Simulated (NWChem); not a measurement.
All runs are NWChem calculations. System: CuI, charge 0, spin multiplicity 1, at a geometry optimised with PBE0/def2-SVP with def2 effective core potentials on I. The structure started from a generated list of species. Level: RHF/def2-TZVP with def2 effective core potentials on I.

Output (cleaned and shortened):

```
             Northwest Computational Chemistry Package (NWChem) 7.3.0
             --------------------------------------------------------

                                NWChem Input Module
                                -------------------

 Scaling coordinates for geometry "geometry" by  1.889725989
 (inverse scale =  0.529177249)

 Turning off AUTOSYM since
 SYMMETRY directive was detected!

                             Geometry "geometry" -> ""
                             -------------------------

 Output coordinates in angstroms (scale by  1.889725989 to convert to a.u.)

  No.       Tag          Charge          X              Y              Z
 ---- ---------------- ---------- -------------- -------------- --------------
    1 Cu                  29.0000     0.00000000     0.00000000    -1.53712900
    2 I                   53.0000     0.00000000     0.00000000     0.84107100

 Effective nuclear repulsion energy (a.u.)     342.0004338208

            Nuclear Dipole moment (a.u.)
            ----------------------------
        X                 Y               Z
 ---------------- ---------------- ----------------
     0.0000000000     0.0000000000     0.0000415740

      Symmetry information
      --------------------

 Group name             C2v
 Group number             16
 Group order               4
 No. of unique centers     2

      Symmetry unique atoms

     1    2


 Summary of "ao basis" -> "" (spherical)
 ------------------------------------------------------------------------------
       Tag                 Description            Shells   Functions and Types
 ---------------- ------------------------------  ------  ---------------------
 *                         def2-tzvp                  on all atoms

 Summary of "ao basis" -> "ao basis" (spherical)
 ------------------------------------------------------------------------------
       Tag                 Description            Shells   Functions and Types
 ---------------- ------------------------------  ------  ---------------------
 Cu                        def2-tzvp                15       45   6s4p4d1f
 I                         def2-tzvp                16       50   6s5p3d2f

                                 NWChem SCF Module
                                 -----------------

  ao basis        = "ao basis"
  functions       =    95
  atoms           =     2
  closed shells   =    27
  open shells     =     0
  charge          =   0.00
  wavefunction    = RHF
  use symmetry    = T
  symmetry adapt  = T

 Summary of "ao basis" -> "ao basis" (spherical)
 ------------------------------------------------------------------------------
       Tag                 Description            Shells   Functions and Types
 ---------------- ------------------------------  ------  ---------------------
 Cu                        def2-tzvp                15       45   6s4p4d1f
 I                         def2-tzvp                16       50   6s5p3d2f

      Symmetry analysis of basis
      --------------------------

        a1         41
        a2         10
        b1         22
        b2         22

 Forming initial guess at       0.1s

      Superposition of Atomic Density Guess
      -------------------------------------

 Sum of atomic energies:       -1986.07978659

      Non-variational initial energy
      ------------------------------

 Total energy =   -1935.394535
 1-e energy   =   -3122.802711
 2-e energy   =    1026.087217
 HOMO         =      -0.359447
 LUMO         =      -0.148131

      Symmetry analysis of molecular orbitals - initial
      -------------------------------------------------

 !! scf_movecs_sym_adapt:   64 vectors were symmetry contaminated

  Symmetry fudging

 !! scf_movecs_sym_adapt:   60 vectors were symmetry contaminated

  Numbering of irreducible representations:

     1 a1          2 a2          3 b1          4 b2

  Orbital symmetries:

     1 a1          2 a1          3 a1          4 b1          5 b2
     6 a1          7 a1          8 b1          9 b2         10 a1
    11 a1         12 b1         13 b2         14 a1         15 b1
    16 b2         17 a1         18 a2         19 a1         20 a1
    21 b2         22 b1         23 a1         24 a2         25 a1
    26 b1         27 b2         28 a1         29 b1         30 b2
    31 a1         32 a1         33 a1         34 a1         35 a2
    36 b2         37 b1

 Starting SCF solution at       1.5s

 ----------------------------------------------
         Quadratically convergent ROHF

 Convergence threshold     :          1.000E-07
 Maximum no. of iterations :          100
 Final Fock-matrix accuracy:          1.000E-09
 ----------------------------------------------

              iter       energy          gnorm     gmax       time
             ----- ------------------- --------- --------- --------
                 1    -1935.5492563297  2.02D+00  5.11D-01      1.5
                 2    -1935.6360957160  4.59D-01  1.25D-01      1.5
                 3    -1935.6504736930  3.92D-01  1.12D-01      1.5
                 4    -1935.6545736828  1.36D-01  4.37D-02      1.6
                 5    -1935.6555979481  6.32D-03  1.63D-03      1.6
                 6    -1935.6556070856  5.61D-05  1.51D-05      1.7
                 7    -1935.6556070858  2.81D-09  7.96D-10      1.8

       Final RHF  results
       ------------------

         Total SCF energy =  -1935.655607085796
      One-electron energy =  -3130.014341177885
      Two-electron energy =   1033.037774742673
 Nuclear repulsion energy =    161.320959349416

        Time for solution =      0.4s

       Symmetry analysis of molecular orbitals - final
       -----------------------------------------------

  Numbering of irreducible representations:

     1 a1          2 a2          3 b1          4 b2

  Orbital symmetries:

     1 a1          2 a1          3 b2          4 b1          5 a1
     6 a1          7 a1          8 b2          9 b1         10 a1
    11 a1         12 b1         13 b2         14 a1         15 b2
    16 b1         17 a1         18 a2         19 a1         20 b2
    21 b1         22 a1         23 a1         24 a2         25 a1
    26 b2         27 b1         28 a1         29 b1         30 b2
    31 a1         32 a1         33 a1         34 a2         35 a1
    36 b1         37 b2

             Final eigenvalues
             -----------------

              1
    1 -328.8505
    2  -40.8788
    3  -35.6783
    4  -35.6783
    5  -35.6769
    6   -7.6785
    7   -5.5292
    8   -5.5256
    9   -5.5256
   10   -5.0718
   11   -3.3879
   12   -3.3840
   13   -3.3840
   14   -2.2241
   15   -2.2221
   16   -2.2221
   17   -2.2182
   18   -2.2182
   19   -0.8337
   20   -0.5546
   21   -0.5546
   22   -0.5494
   23   -0.5490
   24   -0.5490
   25   -0.3647
   26   -0.3303
   27   -0.3303
   28   -0.0057
   29    0.1726
   30    0.1726
   31    0.1841
   32    0.1969
   33    0.2376
   34    0.2376
   35    0.2730
   36    0.2738
   37    0.2738

                       ROHF Final Molecular Orbital Analysis
                       -------------------------------------

 Vector   25  Occ=2.000000D+00  E=-3.647138D-01  Symmetry=a1
              MO Center=  2.1D-15, -1.3D-15,  4.4D-01, r^2= 2.6D+00
   Bfn.  Coefficient  Atom+Function         Bfn.  Coefficient  Atom+Function
  ----- ------------  ---------------      ----- ------------  ---------------
    63      0.478790  2 I  pz                57     -0.394018  2 I  pz
    60      0.296883  2 I  pz                 5     -0.266073  1 Cu s
    66      0.215197  2 I  pz

 Vector   26  Occ=2.000000D+00  E=-3.302524D-01  Symmetry=b2
              MO Center= -3.6D-29, -1.6D-15,  7.3D-01, r^2= 2.3D+00
   Bfn.  Coefficient  Atom+Function         Bfn.  Coefficient  Atom+Function
  ----- ------------  ---------------      ----- ------------  ---------------
    62      0.531554  2 I  py                56     -0.435053  2 I  py
    59      0.336840  2 I  py                65      0.311527  2 I  py

 Vector   27  Occ=2.000000D+00  E=-3.302524D-01  Symmetry=b1
              MO Center=  5.9D-16,  1.4D-29,  7.3D-01, r^2= 2.3D+00
   Bfn.  Coefficient  Atom+Function         Bfn.  Coefficient  Atom+Function
  ----- ------------  ---------------      ----- ------------  ---------------
    61      0.531554  2 I  px                55     -0.435053  2 I  px
    58      0.336840  2 I  px                64      0.311527  2 I  px

 Vector   28  Occ=0.000000D+00  E=-5.655795D-03  Symmetry=a1
              MO Center=  3.0D-14,  3.1D-14, -2.1D+00, r^2= 5.8D+00
   Bfn.  Coefficient  Atom+Function         Bfn.  Coefficient  Atom+Function
  ----- ------------  ---------------      ----- ------------  ---------------
     6      1.144731  1 Cu s                 51     -0.588031  2 I  s
    66      0.283595  2 I  pz                36      0.182464  1 Cu d  0
    63      0.170561  2 I  pz

 Vector   29  Occ=0.000000D+00  E= 1.726032D-01  Symmetry=b1
              MO Center=  1.6D-16,  9.1D-29, -2.0D+00, r^2= 4.3D+00
   Bfn.  Coefficient  Atom+Function         Bfn.  Coefficient  Atom+Function
  ----- ------------  ---------------      ----- ------------  ---------------
    37      0.760814  1 Cu d  1              64      0.632985  2 I  px
    16      0.620626  1 Cu px                61     -0.360574  2 I  px
    80      0.291044  2 I  d  1

 Vector   30  Occ=0.000000D+00  E= 1.726032D-01  Symmetry=b2
              MO Center=  2.3D-28, -1.2D-14, -2.0D+00, r^2= 4.3D+00
   Bfn.  Coefficient  Atom+Function         Bfn.  Coefficient  Atom+Function
  ----- ------------  ---------------      ----- ------------  ---------------
    35      0.760814  1 Cu d -1              65     -0.632985  2 I  py
    17     -0.620626  1 Cu py                62      0.360574  2 I  py
    78      0.291044  2 I  d -1

 center of mass
 --------------
 x =   0.00000000 y =   0.00000000 z =   0.09955844

 moments of inertia (a.u.)
 ------------------
         849.666427153236           0.000000000000           0.000000000000
           0.000000000000         849.666427153236           0.000000000000
           0.000000000000           0.000000000000           0.000000000000

  Mulliken analysis of the total density
  --------------------------------------

    Atom       Charge   Shell Charges
 -----------   ------   -------------------------------------------------------
    1 Cu  29    28.47   2.00  2.00  1.19  0.80  0.31  0.02  5.99  4.77  1.24  0.17  5.54  3.26  1.15  0.03  0.00
    2 I   25    25.53   0.18 -0.76  1.58  1.01  1.05  0.89 -0.49  6.45  1.35  2.87  1.39  9.22  0.76  0.03  0.00  0.00

       Multipole analysis of the density wrt the origin
       ------------------------------------------------

     L   x y z        total         open         nuclear
     -   - - -        -----         ----         -------
     0   0 0 0      0.000000      0.000000     54.000000

     1   1 0 0     -0.000000      0.000000      0.000000
     1   0 1 0      0.000000      0.000000      0.000000
     1   0 0 1     -2.517416      0.000000    -44.502983

     2   2 0 0    -30.128974      0.000000      0.000000
     2   1 1 0      0.000000      0.000000      0.000000
     2   1 0 1     -0.000000      0.000000      0.000000
     2   0 2 0    -30.128974      0.000000      0.000000
     2   0 1 1     -0.000000      0.000000      0.000000
     2   0 0 2    -21.857414      0.000000    307.844356

 Task  times  cpu:        1.8s     wall:        1.8s

 Total times  cpu:        1.8s     wall:        1.8s
```

Task: Write an NWChem input that would produce this output.

Result: Several could match; the one computed here: 
```
start mol
memory heap 200 mb stack 900 mb global 1100 mb
geometry units angstroms nocenter noautoz
  Cu     0.000000     0.000000    -1.537129
  I      0.000000     0.000000     0.841071
  symmetry group C2v
end
basis spherical
  * library def2-tzvp
end
ecp
  I library def2-ecp
end
scf
  rhf
  nopen 0
  maxiter 100
  thresh 1e-7
  semidirect memsize 60000000 filesize 0
end
task scf energy
```
